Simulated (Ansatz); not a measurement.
Reaction: CH5BS (SMILES BSC) → CH4BS (SMILES [BH]SC, doublet) + H (doublet) (the B-H bond breaks)
Each species at its own B3LYP-D3(BJ)/def2-TZVP minimum (Ansatz, a program for electronic structure).

Total energies in hartree (Ansatz). UHF or UKS for unpaired electrons; spin-orbit terms are left out. Correlated methods leave the cores frozen. No relativity. For partners of very few electrons the exact lower level stands in for a higher one.

```csv
species,HF/cc-pV(T+d)Z,CCSD(T)/cc-pV(T+d)Z,HF/cc-pV(Q+d)Z,CCSD(T)/cc-pV(Q+d)Z,CCSD(T)/cc-pV(D+d)Z,CCSDT(Q)/cc-pV(D+d)Z
1: CH5BS (SMILES CSB),-463.04704,-463.57252,-463.05471,-463.60975,-463.44129,-463.44322
"2: CH4BS (SMILES CS[BH], doublet)",-462.40689,-462.89942,-462.41436,-462.93550,-462.77385,-462.77599
3: H (doublet),-0.49981,-0.49981,-0.49995,-0.49995,-0.49928,-0.49928
```

Q: Work out the bond dissociation energy (electronic) in kcal/mol: take Hartree-Fock from cc-pV(Q+d)Z, extrapolate the CCSD(T) correlation energy as X^-3 (X = 3, 4), and add CCSDT(Q) - CCSD(T) in cc-pV(D+d)Z. 1 hartree = 627.51 kcal/mol.

A: 
Species 1: correlation (64·(-0.55504) - 27·(-0.52548))/37 = -0.57661; step -0.00193; E1 = -463.05471 + (-0.57661) + (-0.00193) = -463.63325
Species 2: correlation (64·(-0.52114) - 27·(-0.49253))/37 = -0.54202; step -0.00214; E2 = -462.41436 + (-0.54202) + (-0.00214) = -462.95852
Species 3: correlation (64·(0.00000) - 27·(0.00000))/37 = 0.00000; step +0.00000; E3 = -0.49995 + (0.00000) + (+0.00000) = -0.49995
-1·E1 +1·E2 +1·E3 = 0.17478 hartree = 109.7 kcal/mol.
